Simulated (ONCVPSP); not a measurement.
**Before and after: ONCV potential for sulfur**

sulfur (S), optimised norm-conserving Vanderbilt (ONCV), made with ONCVPSP 4.0.1 (PBE, non-relativistic). Core [Ne], reference 3s2 3p4. Waves: 3s: rc 1.25 bohr, ncon 5, nbas 10, qcut 6 1/bohr, 1 projector; 3p: rc 1.55 bohr, ncon 4, nbas 8, qcut 5.3 1/bohr, 3 projectors, debl 3.5 Ha. Local part: polynomial inside 0.95 bohr (lpopt 5, dvloc0 1 Ha). Core correction: Teter function, fcfact 1.75, rcfact 1.55.

Change: s: ncon 3, nbas 8.

Cutoffs: the cutoffs (Ha) at which the residual kinetic energy of the hardest occupied pseudo-wave falls to 1 and 0.1 mHa per electron; they do not see the model core or the augmentation charge, which bear on the density cutoff. Errors are all-electron minus pseudo energies relative to the spin-unpolarised reference configuration.

Question: What does the change do?

Answer: The potential gets softer (14 Ha and 168 Ha → 13 Ha and 16 Ha); of the 4 tests that both files solve, the error grows in 0 and shrinks in 2 by more than 15 % and 0.3 meV (median size 18.6 → 15.9 meV); neither file shows a bound ghost.

```csv
quantity,base,changed
"cutoff, loose",14 Ha,13 Ha
"cutoff, tight",168 Ha,16 Ha
loose cutoff by channel,"s 14 Ha, p 6.0 Ha","s 13 Ha, p 6.0 Ha"
bound ghosts,none,none
GHOST(+) flags under 300 eV,s at 6.5 eV,s at 8.4 eV
"error for 3s2 3p3, meV [ΔE 11.78 eV]",+4.3,+3.8
"error for 3s2 3p2, meV [ΔE 34.08 eV]",+33,+28
"error for 3s2 3p1, meV [ΔE 68.13 eV]",+131,+109
"error for 3s1 3p5, meV [ΔE 10.18 eV]",-0.8,-1.0
s: phases at 1.27 bohr within 0.05 rad from the reference energy up to (Ha; the scan ends near 5),-0.1,0.0
p: phases at 1.57 bohr within 0.05 rad from the reference energy up to (Ha; the scan ends near 5),to the end of the scan,to the end of the scan
"rms error of d²Exc/dni dnj with the model core, mHa",0.63,0.56
```

Base: The cutoffs count occupied waves only; projector 3 of the p channel, the hardest unoccupied one, needs 80 Ha at the loose tolerance. Changed file: The cutoffs count occupied waves only; projector 3 of the p channel, the hardest unoccupied one, needs 80 Ha at the loose tolerance.
